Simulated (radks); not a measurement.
Task: These are the eigenvalues of the occupied orbitals of an atom or ion with whole-number occupations (hartree). All-electron calculation, scalar-relativistic Kohn-Sham, r2SCAN, spin-polarised, spherical densities, finite nucleus; meta-GGA in the generalised Kohn-Sham scheme; Fermi nuclear charge, rms radius of each element as measured or else 0.836 A^(1/3) + 0.57 fm. Program: a radial shooting solver on a logarithmic mesh with Libxc functionals.

1s up: -555.8330
1s down: -555.8136
2s up: -76.31113
2s down: -76.30708
2p up: -67.79503
2p down: -67.78034
3s up: -13.13294
3s down: -13.11688
3p up: -10.36785
3p down: -10.34794
3d up: -5.81099
3d down: -5.78547
4s up: -2.99637
4s down: -2.79656
4p up: -2.31013

Which element is it, and in what charge state? The configuration may be excited. Open shells, if any, are filled with parallel spins first.

Result: Z = 37, rubidium, charge +4: Rb4+ in [Ar] 3d10 4s2 4p3. The list shows which subshells hold electrons but not how many an open one holds; the 1s level, -555.83 hartree, gives Z - s = 33.3 by -(Z - s)^2/2, which with screening and relativity narrows Z to a few neighbours, and the depths of the outer levels then fix element, charge and occupations together.
